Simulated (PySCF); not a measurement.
CuF, charge -1, doublet, geometry from GFN2-xTB (such geometries of metal compounds can be far from the true shape) (the multiplicity is a formal guess) (in this run its highest filled SCF level lies above zero, so its values depend strongly on the basis, on diffuse functions most of all). Base run: B3LYP/def2-SV(P) in PySCF.

PySCF was given this input:
```python
from pyscf import gto, scf, dft

mol = gto.Mole()
mol.atom = '''
    Cu   -0.000000   -0.000000   -0.365149
    F     0.000000    0.000000    1.176591
'''
mol.basis = 'def2-sv(p)'
mol.charge = -1
mol.spin = 1
mol.verbose = 5
mol.build()

mf = dft.UKS(mol)
mf.xc = 'b3lyp'
mf.kernel()
```

Variants of this job, named by their change:

```tsv
change	basis functions	E (Eh)	HOMO (eV)
base	38	-1740.05993	1.64
basis = x2c-TZVPall; relativity = none	79	-1735.03511	1.53
basis = ANO-RCC-VDZP; relativity = none	48	-1732.82636	1.35
basis = cc-pVTZ-DK; relativity = spin-free X2C	98	-1754.84730	1.24
basis = x2c-TZVPall; relativity = spin-free X2C	79	-1754.82543	1.44
basis = cc-pVTZ-DK; relativity = spin-free X2C; nucleus = Gaussian (with mol.nucmod = 'G')	98	-1754.83975	1.24
basis = cc-pVTZ-DK; relativity = none	98	-1732.94642	1.33
basis = x2c-TZVPall; relativity = spin-free X2C; nucleus = Gaussian (with mol.nucmod = 'G')	79	-1754.81885	1.44
basis = ANO-RCC-VDZP; relativity = spin-free X2C	48	-1754.84055	1.35
basis = ANO-RCC-VDZP; relativity = spin-free X2C; nucleus = Gaussian (with mol.nucmod = 'G')	48	-1754.83287	1.35
```

Totals shift with the method and basis; they matter in differences.

Open shells are given as the SCF converged; they aren't shown to be the lowest states, and a large step between rows can be another state.

Basis sets contracted for a relativistic Hamiltonian are a mismatch without it, so the rows without relativity aren't non-relativistic limits. No row has spin-orbit coupling; sets with core potentials leave out the core electrons.
